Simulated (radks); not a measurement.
Excited configurations of the gold ion Au3+: one electron is placed in a higher orbital outside [Xe] 4f14 5d7. The ground configuration is [Xe] 4f14 5d8. Calculated with a radial shooting solver on a logarithmic mesh with Libxc functionals: Dirac Kohn-Sham, PBEsol, spin-unpolarised, spherical densities, point nucleus; open shells are shared between the two j in proportion to 2j + 1. Excitation = E - E(ground); binding = E(ion) - E, where the ion is the core of charge +4; n* = 4/sqrt(2 binding) in atomic units, and the quantum defect is n - n*. Eigenvalue and <r> are those of j = l + 1/2.

outer orbital,excitation (eV),binding (eV),n*,quantum defect,<r> (bohr)
6s,8.077,39.648,2.343,3.657,2.231
6p,18.138,29.586,2.713,3.287,2.760
6d,29.246,18.479,3.432,2.568,3.857
6f,37.672,10.052,4.654,1.346,6.663
7p,32.197,15.528,3.744,3.256,5.266
7d,36.553,11.171,4.414,2.586,6.813
7f,40.760,6.965,5.591,1.409,10.40

The Delta-SCF ionisation energy is 47.725 eV (NIST Atomic Spectra Database: 45 eV, theoretical). Self-interaction in the functional shifts the binding energies and quantum defects, so they are the method's values and not measured ones. Spin polarisation and multiplet splitting are left out, so open shells lie too high by an amount that depends on their filling. Sharing an open shell by 2j + 1 raises it above the true ground level by a part of the spin-orbit splitting, which enters the differences from NIST.

Beside tabulated values, note that spin-unpolarised runs miss the spin-polarisation part of the exchange energy of open shells.
